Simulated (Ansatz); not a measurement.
Relaxation of FH₅O₃Zr (10 atoms, charge 0, multiplicity 1), to a largest force component of 0.03 eV/Å in at most 50 steps.

Computed with RHF/def2-SVP (Ansatz).

```xyz
10
Properties=species:S:1:pos:R:3
Zr -0.416 0.225 -0.168
F 1.074 0.468 -1.769
O -0.897 -1.619 0.001
O -1.968 1.239 -0.637
O 0.275 0.877 1.493
H 2.531 -0.619 -0.557
H 2.724 -0.959 0.021
H -1.174 -2.510 0.111
H -2.744 1.736 -0.825
H 0.595 1.163 2.329
```

Where does it end, and by what steps?

It converged. The force dipped under the threshold on the way, but the program's further checks kept it going. After 12 steps the energy has fallen by 0.698 eV; H7 moved furthest, 0.87 Å.

```csv
step,energy less start (eV),largest force component (eV/Å),accepted
0,0.0000,2.590,yes
1,-0.6044,0.763,yes
2,-0.6766,0.131,yes
3,-0.6904,0.089,yes
4,-0.6928,0.016,yes
5,-0.6935,0.011,yes
6,-0.6941,0.060,yes
7,-0.6944,0.089,yes
8,-0.6952,0.110,yes
9,-0.6963,0.167,yes
10,-0.6971,0.111,yes
11,-0.6978,0.009,yes
12,-0.6984,0.009,yes
```

```xyz
10
Properties=species:S:1:pos:R:3
Zr -0.578 0.293 -0.108
F 0.839 0.470 -1.410
O -1.037 -1.572 0.038
O -2.092 1.316 -0.715
O 0.062 0.969 1.578
H 3.069 -0.834 -0.695
H 3.499 -1.255 -0.252
H -1.267 -2.477 0.131
H -2.852 1.801 -0.977
H 0.357 1.289 2.410
```

Time of the run: 19 s on 2 threads of Arm Neoverse V2, on a shared host, peak memory 0.22 GiB.
